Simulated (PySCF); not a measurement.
Compound: C₆H₇O₂ (doublet state).
Geometry (GFN2-xTB, Å), atoms numbered from 1 in this order:
```
atom  x, y, z in Å
C1    -2.5773    0.2874   -0.3441
O2    -1.6957   -0.1054    0.6851
C3    -0.3463    0.0918    0.4096
C4     0.2309   -0.8632   -0.6626
O5    -0.4494   -1.6473   -1.2773
C6     1.6365   -0.6648   -0.8109
C7     2.8505   -0.8061   -1.2616
C8     2.7905    0.2284   -0.2082
H9    -3.5800    0.1893    0.0669
H10   -2.4797   -0.3561   -1.2222
H11   -2.3981    1.3300   -0.6355
H12    0.1869   -0.0828    1.3493
H13   -0.1485    1.1246    0.0745
H14    2.8310    1.2750   -0.4807
H15    3.1442    0.0074    0.7901
```

The hyperfine couplings belong to this conformer and change with its torsions.

As a line formula: `COCC(=O)C1=[C]C1` [radical].

Computed, not measured: UKS B3LYP, pcH-1 on C H O, non-relativistic, mean-field spin-orbit, GIAO in PySCF. The structure is a single GFN2-xTB conformer in the gas phase; no vibrational or solvent corrections. A GFN2-xTB geometry isn't a minimum of the functional, and hyperfine couplings can be far from their values at a DFT geometry. Stability of the SCF solution: not tested.

(1) Predict the first-order ENDOR lines of H14/H15 and H12/H13 under fast tumbling at B = 3358.7 mT (W band).

(2) Which pairs are centred on the nuclear Larmor frequency, and which on half the coupling?

(3) At what field would the lower line of H14/H15 fall to zero frequency?

## Answers

(1) ν± = |νn ± a/2|, one line for each electron-spin manifold; νn = |g_N| × 7.62259 MHz/T × B.

```json
{"nuclei": "H14/H15", "isotope": "1H", "g_N": "5.5857", "νn (MHz)": "143.00", "a_iso (MHz)": "-13.99", "lower line (MHz)": "136.01", "upper line (MHz)": "150.00"}
{"nuclei": "H12/H13", "isotope": "1H", "g_N": "5.5857", "νn (MHz)": "143.00", "a_iso (MHz)": "1.11", "lower line (MHz)": "142.45", "upper line (MHz)": "143.56"}
```

(2) Centred on νn, since |a| < 2νn: H14/H15 and H12/H13. No pair has |a| > 2νn.

(3) Where νn = |a|/2, that is B = 6.99 MHz/(5.5857 × 7.62259 MHz/T) = 164 mT, as far as first order holds there.

Means are taken over nuclei equivalent by connectivity, which assumes that they swap fast.
